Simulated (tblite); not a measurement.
Torsional barriers computed with GFN2-xTB (tblite), climbing-image nudged elastic band, gas phase; electronic energies of the top image counted from the start geometry. The bands met a force threshold of 0.05 eV/Å; their tops weren't refined or checked by frequencies and can lie a kcal/mol or more above the method's true saddle points. Atom numbers follow the mapped SMILES.

**Question.** Rank the forward barriers of these bands, lowest first.
A. `[CH2:1]=[CH:2][C:3](=[O:4])[CH2:5][CH3:6]`: C2–C3–C5–C6 from -179° to -73°
B. `[CH:1]#[C:2][Si@@H:3]([SiH3:4])[NH:5][CH3:6]`: C2–Si3–N5–C6 from -76° to 52°
C. `[CH3:1][Si+:2]([CH3:3])[CH2:4][CH2:5][F:6]` (charge +1): Si2–C4–C5–F6 from 28° to 180°

**Answer.** A (1.3 kcal/mol), B (2.5 kcal/mol), C (7.2 kcal/mol).

```
              SMILES                                 ends of the turned bond  barrier (kcal/mol)  end above start (kcal/mol)  dihedral at top (°)  bond at start (Å)  bond at top (Å)  Eyring rate at 298 K (s⁻¹)
          C=CC(=O)CC  ketone carbonyl carbon / sp3 carbon next to a carbonyl                 1.3                         0.3                 -127              1.515            1.517                   6 × 10^11
C#C[Si@@H]([SiH3])NC                    SiH silicon / silicon-bound nitrogen                 2.5                         0.1                  -12              1.727            1.732                   9 × 10^10
        C[Si+](C)CCF            sp3 carbon bound to silicon / sp3 C–F carbon                 7.2                         5.8                  124              1.533            1.548                    3 × 10^7
```

Rates take the electronic barrier for the free energy of activation. GFN2-xTB barriers can miss by several kcal/mol, and conformer orders can be wrong, so the ranking may change at better levels.
